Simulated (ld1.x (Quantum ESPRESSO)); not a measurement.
# Ru: one change to an RRKJ potential, before and after

| Item | Value |
| --- | --- |
| Element | ruthenium (Ru) |
| Generator | ld1.x (Quantum ESPRESSO) 7.5 |
| Type | norm-conserving RRKJ (Kleinman–Bylander form) |
| Functional | PBEsol |
| Relativity | scalar-relativistic |
| Frozen core | [Kr] |
| Valence charge | 8 |
| Reference configuration | 4d7 5s1 5p0 |
| Partial waves | 5p (bound, empty): rc 3.15 bohr; 4d (bound): rc 1.80 bohr; 5s (bound): rc 2.15 bohr |
| Local potential | the s channel |
| Core correction | Bessel-smoothed model core inside 1.20 bohr |
| rho0 | 0.005 |

All-electron outer shells of the reference configuration (PBEsol, scalar-relativistic, ld1.x):

```csv
shell,level (eV),outermost node (bohr),outermost maximum (bohr)
4s,-76.31,0.48,0.92
4p,-46.38,0.49,0.98
4d,-5.22,0.48,1.21
5s,-4.27,1.24,2.73
5p,-0.87,1.41,3.87
```

Change: all radii but the core radius scaled by about 0.80 (s 1.72, p 2.52, d 1.44 bohr).

Cutoffs: the cutoffs (Ry, on a coarse ladder) from which the occupation-weighted sum of valence levels, in a spherical-Bessel basis at the reference potential, stays within 10 and 1 mRy of its value at 400 Ry; they do not see the model core or the augmentation charge, which bear on the density cutoff. Errors are all-electron minus pseudo energies relative to the spin-unpolarised reference configuration.

Predict the effect on cutoff, ghosts and configuration errors.

The potential gets harder (45 Ry and 50 Ry → 55 Ry and 100 Ry); a bound ghost appears in p, which as a rule spoils a file; of the 7 tests that both files solve, the error grows in 0 and shrinks in 4 by more than 15 % and 0.3 meV (median size 122.2 → 48.7 meV). A smaller radius makes the pseudo-wave follow the all-electron one further in, where it bends more sharply, so more plane waves are needed. Less of the atom is replaced, so other configurations are described better.

| quantity | base | changed |
| --- | --- | --- |
| cutoff, loose | 45 Ry | 55 Ry |
| cutoff, tight | 50 Ry | 100 Ry |
| loose cutoff by channel (10 mRy a level) | d 40 Ry, s 6 Ry | d 40 Ry, s 25 Ry |
| bound ghosts | none | p |
| error for 4d7 5s0 5p0, meV [ΔE 7.30 eV] | -13 | -8.2 |
| error for 4d6 5s0 5p0, meV [ΔE 25.48 eV] | -122 | -114 |
| error for 4d5 5s0 5p0, meV [ΔE 56.09 eV] | -652 | -615 |
| error for 4d4 5s0 5p0, meV [ΔE 100.58 eV] | -1770 | -1730 |
| error for 4d6 5s1 5p1, meV [ΔE 5.68 eV] | -128 | -6.0 |
| error for 4d8 5s0 5p0, meV [ΔE -0.33 eV] | -74 | -49 |
| error for 4d7 5s0.5 5p0, meV [ΔE 2.87 eV] | -2.8 | -1.1 |

Changed file: These tests converged, but a pseudo level misses the all-electron one widely, so the file describes the atom poorly there or has found another state: 4d5 5s0 5p0: empty 5s by 7.2 eV. A true bound ghost makes a file unfit for plane-wave use even where its test errors are small: the radial tests pick states by their node count and pass the ghost by.
